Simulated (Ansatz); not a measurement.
Isolated molecules relaxed with PBE0-D4/def2-TZVP in Ansatz; ΔE leaves out vibrations. CBS: MP2 limit from def2 TZ/QZ plus the TZ coupled-cluster correction, frozen cores. This one scheme is used for every species. Functionals use def2-TZVPP. One conformer a species, not always the lowest.

`BB(N)[SiH3]` + H–F → `NB(F)[SiH3]` + BH₃  (cleavage of the B–B bond)

`BB(N)[SiH3]`:

Cartesian coordinates in Å:
```
B -0.181 1.027 -1.472
B 0.066 -0.227 -0.438
N 0.374 -1.566 -0.648
Si -0.132 0.358 1.515
H 0.701 1.786 -1.768
H -1.282 1.339 -1.836
H 0.497 -1.970 -1.562
H 0.499 -2.231 0.097
H 0.851 1.412 1.893
H 0.099 -0.820 2.407
H -1.491 0.892 1.812
```

H–F:

Z-matrix (Å, degrees):
```
F
H 1 0.920
```

`NB(F)[SiH3]`:

```xyz
9

N    -0.375   -1.462    0.673
B     0.281   -0.676   -0.269
F     1.056   -1.298   -1.172
Si    0.109    1.347   -0.320
H    -0.287   -2.466    0.698
H    -0.974   -1.079    1.383
H     1.430    2.002   -0.113
H    -0.427    1.808   -1.630
H    -0.814    1.825    0.750
```

BH₃:

Z-matrix (Å, degrees):
```
B
H 1 1.193
H 1 1.193 2 120.0
H 1 1.193 2 120.0 3 180.0
```

```json
{"level": "BLYP-D4", "ΔE (kJ/mol)": "-136.2"}
{"level": "B2PLYP", "ΔE (kJ/mol)": "-147.9"}
{"level": "BLYP", "ΔE (kJ/mol)": "-143.5"}
{"level": "r2SCAN", "ΔE (kJ/mol)": "-137.8"}
{"level": "PBE0", "ΔE (kJ/mol)": "-131.0"}
{"level": "HF/def2-TZVPP", "ΔE (kJ/mol)": "-176.7"}
{"level": "SCS-MP2/def2-TZVPP", "ΔE (kJ/mol)": "-149.9"}
{"level": "HF/CBS(def2)", "ΔE (kJ/mol)": "-176.6"}
```

Q: What does CCSD(T)/CBS give? (Estimate.)

A: Ansatz gave: -136.2 kJ/mol. The listed levels differ from it by 0.0, -11.7, -7.3, -1.6, 5.2, -40.5, -13.7, -40.4 kJ/mol.

Largest T1 diagnostic among the species: 0.014.

The D4 term adds +5.9 kJ/mol with B3LYP and +3.3 kJ/mol with PBE0; it sums over pairs of atoms, weighted by their polarisabilities, and B3LYP, whose exchange is more repulsive, gets the larger term. In def2-TZVPP, CCSD(T) changes the Hartree–Fock value by +35.6 kJ/mol (the triples alone add +4.0 kJ/mol) and MP2 by +34.2 kJ/mol.

B3LYP here is the variant with VWN-RPA as its local correlation; programs differ in this.
